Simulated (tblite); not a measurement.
Input of a run (GFN2-xTB geometry optimisation, gas phase (tblite 0.8.0)), started from a force field or distance geometry:
```
{"job": {"kind": "relax", "xc": "GFN2-xTB", "basis": "xTB"}, "charge": 0, "multiplicity": 1}
F     -2.843600    -0.161600    -0.623300
C     -1.895900    -0.174100     0.322600
F     -1.988500    -1.359700     0.989200
F     -2.170100     0.822600     1.195500
C     -0.515600    -0.007700    -0.296400
O      0.526600    -0.022200     0.671900
Si     2.101000     0.157800     0.151800
H     -0.494300     0.953000    -0.841600
H     -0.355800    -0.823400    -1.022400
H      3.016700     0.109800     1.319200
H      2.216100     1.448500    -0.555800
H      2.404400    -0.943600    -0.792700
```

Output (eV, eV/Å):
```
step      E/eV     max force
  0    -731.37475    1.076
  1    -731.43071    0.590
  2    -731.45870    0.416
  3    -731.46951    0.373
  4    -731.47943    0.348
  5    -731.48783    0.317
  6    -731.50119    0.330
  7    -731.51230    0.289
  8    -731.51981    0.221
  9    -731.52394    0.231
 10    -731.52701    0.212
 11    -731.53044    0.184
 12    -731.53481    0.191
 13    -731.53961    0.198
 14    -731.54360    0.175
 15    -731.54636    0.179
 16    -731.54857    0.149
 17    -731.55066    0.117
 18    -731.55284    0.136
 19    -731.55529    0.141
 20    -731.55809    0.141
 21    -731.56114    0.142
 22    -731.56393    0.126
 23    -731.56605    0.125
 24    -731.56768    0.098
 25    -731.56911    0.101
 26    -731.57033    0.091
 27    -731.57109    0.070
 28    -731.57140    0.038
 29    -731.57154    0.027
 30    -731.57163    0.030
 31    -731.57170    0.022
 32    -731.57172    0.011
 33    -731.57173    0.009
```

Summarise the run.

The energy falls by 4.5 kcal/mol over 33 L-BFGS steps, the largest force on an atom goes from 1.08 to 0.009 eV/Å, and the atoms move by 0.191 Å rms after alignment. The bond that changes most is C5–O6 (sp3 carbon bound to oxygen to silyl ether oxygen), which shortens by 0.046 Å. Bonds longer at the end by more than 0.005 Å: 1 of 11; shorter: 9. Among the angles that change most is O6–Si7–H10, from 109.5° to 98.0°. The energy never rose by more than 1e-5 eV on the way. The first step brought 28 % of the lowering.

What are the final bond lengths?

F1–C2 1.345 Å, C2–F3 1.335 Å, C2–F4 1.335 Å, C2–C5 1.526 Å, C5–O6 1.377 Å, O6–Si7 1.634 Å, C5–H8 1.098 Å, C5–H9 1.098 Å, Si7–H10 1.449 Å, Si7–H11 1.465 Å, Si7–H12 1.465 Å. Numbering counts from 1 in the input's order; the species is `FC(F)(F)CO[SiH3]`.

Its GFN2-xTB frequencies are all real (lowest 24 cm⁻¹). One conformer, not necessarily the lowest.

The values belong to the conformer `[F:1][C:2]([F:3])([F:4])[CH2:5][O:6][SiH3:7]`: F1–C2–C5–O6 180°, C2–C5–O6–Si7 180°.

These are computed values.
